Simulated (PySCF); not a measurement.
## Dipole response of Ar (argon, neutral)

[Ar], closed-shell 1S. Calculation: PySCF 2.14, in aug-cc-pwCVQZ (10s9p7d5f3g, 134 functions); no relativity, point nucleus. Coupled (time-dependent) response in atomic units; α is the mean over directions.

```json
{"method": "wB97X-V", "mean α (bohr³)": "11.39", "C₆ (like pair)": "66.61", "S(−4)": "29.75"}
{"method": "MN15", "mean α (bohr³)": "11.21", "C₆ (like pair)": "63.93", "S(−4)": "29.45"}
```

S(−4) is the Cauchy moment in α(ω) = α(0) + S(−4) ω² + …

Reference α: 11.083 ± 0.007 bohr³ (recommended; Schwerdtfeger and Nagle, table of static dipole polarizabilities (2023 update)). Published C₆: 64.20 (Chu and Dalgarno (2004); Tang, Norbeck and Certain (1976)).

α(iu) at wB97X-V:

```
u (hartree)  α(iu) (bohr³)
          0          11.39
     0.0500          11.32
      0.100          11.10
      0.200          10.34
      0.300          9.330
      0.500          7.235
      0.750          5.170
       1.00          3.768
       1.50          2.186
       2.00          1.408
       3.00         0.7249
       5.00         0.3074
```

A single London oscillator, α(iu) = α/(1 + u²/ω²), gives C₆ = (3/4) ω α². Matching the computed C₆ needs ω = 4 × 66.61 / (3 × 11.39²) = 0.685 hartree.
